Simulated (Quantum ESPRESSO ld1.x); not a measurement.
Question: These are the eigenvalues of the occupied orbitals of an atom or ion with whole-number occupations (hartree). All-electron calculation, scalar-relativistic Kohn-Sham, LDA (Slater exchange, Perdew-Wang correlation), spin-polarised, spherical densities, point nucleus. Program: ld1.x of Quantum ESPRESSO 7.5.

1s up: -1218.71
1s down: -1218.71
2s up: -195.010
2s down: -194.949
2p up: -175.933
2p down: -175.885
3s up: -45.4358
3s down: -45.3942
3p up: -39.2561
3p down: -39.2115
3d up: -30.0043
3d down: -29.9463
4s up: -13.8720
4s down: -13.6901
4p up: -11.8509
4p down: -11.6701
4d up: -8.84405
4d down: -8.66820

Which element is it, and in what charge state? The configuration may be excited. Open shells, if any, are filled with parallel spins first.

Answer: Z = 53, iodine, charge +11: I11+ in [Kr] 4d6. The list shows which subshells hold electrons but not how many an open one holds; the 1s level, -1218.7 hartree, gives Z - s = 49.4 by -(Z - s)^2/2, which with screening and relativity narrows Z to a few neighbours, and the depths of the outer levels then fix element, charge and occupations together.
